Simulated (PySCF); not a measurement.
CH6BClGe (calculated)

Computed with PySCF 2.14.0. Calculation on a computer-drawn molecule: the log of a Hartree-Fock and frozen-core CCSD(T) single point meant for a local Hartree-Fock minimum, with one planted fault or none, to be diagnosed. Offsets are logged minus clean, where the clean run is the same molecule without the fault. The reference is restricted for singlets and unrestricted otherwise, and also for a bond in bohr or an excited solution. Adding or removing an electron swaps singlet and doublet. The excited solution moves the top pair (singlet) or top alpha electron (doublet) to the lowest empty orbital. Highest occupied and lowest empty are orbital energies over both spins, largest force is the largest gradient component, triples share is (T) over the correlation energy, the T1 limit is 0.02 restricted and 0.045 unrestricted, electrons count all cores, a negative frequency is imaginary (commonest isotopes), and the dipole is about the centre of nuclear charge; on germanium a core potential holds 10 electrons, which the energies leave out, and 3d is frozen in MP2 and coupled-cluster steps.

```xyz
10
formula=CH6BClGe meant_charge=0 meant_multiplicity=1 meant_basis=cc-pV(D+d)Z meant_basis_and_core_potential_on_germanium=cc-pVDZ-PP_ECP10MDF logged_electrons=66 logged_basis_functions=104 logged_SCF_converged=yes logged_spin_squared=0 logged_highest_occupied=-10.622 logged_lowest_empty=2.0723 logged_largest_force=0.10089 logged_T1_diagnostic=0.0093186 logged_D1_diagnostic=0.029287 logged_triples_share=0.023219 logged_CC_converged=yes logged_dipole_magnitude=2.2601 logged_SCF_stable_within_its_kind=yes logged_energy_HF=-818.8504 logged_energy_CCSD(T)=-819.37325 possible_faults=no_fault,one_electron_removed,one_electron_added,multiplicity_raised_by_two,geometry_at_a_saddle_point,SCF_held_on_an_excited_solution,minimal_basis_STO-3G,one_bond_length_entered_in_bohr,all_coordinates_scaled planted_fault=all_coordinates_scaled,by_-10.0_% HF_energy_offset_from_clean_run=68.75 CCSD(T)_energy_offset_from_clean_run=73.93
C     -0.4664    -3.0417    -0.3190
B     -0.9588    -1.7835    -0.7174
Ge    -1.3492    -1.3242    -2.4982
Cl    -1.0436    -2.8809    -3.6826
H     -0.6467    -3.7740    -0.9466
H      0.5190    -2.9290    -0.2849
H     -0.7445    -3.2955     0.5895
H     -1.0865    -0.9908     0.0083
H     -2.6663    -0.9770    -2.7013
H     -0.5432    -0.3295    -3.0056
```

Units: logged_highest_occupied, logged_lowest_empty in eV; logged_largest_force in hartree/bohr; logged_dipole_magnitude in debye; logged_energy_HF, logged_energy_CCSD(T) in hartree; HF_energy_offset_from_clean_run, CCSD(T)_energy_offset_from_clean_run in kcal/mol.

Drawn bonds:
```
atom  other atom  order
   1           2      1
   2           3      1
   3           4      1
   1           5      1
   1           6      1
   1           7      1
   2           8      1
   3           9      1
   3          10      1
```
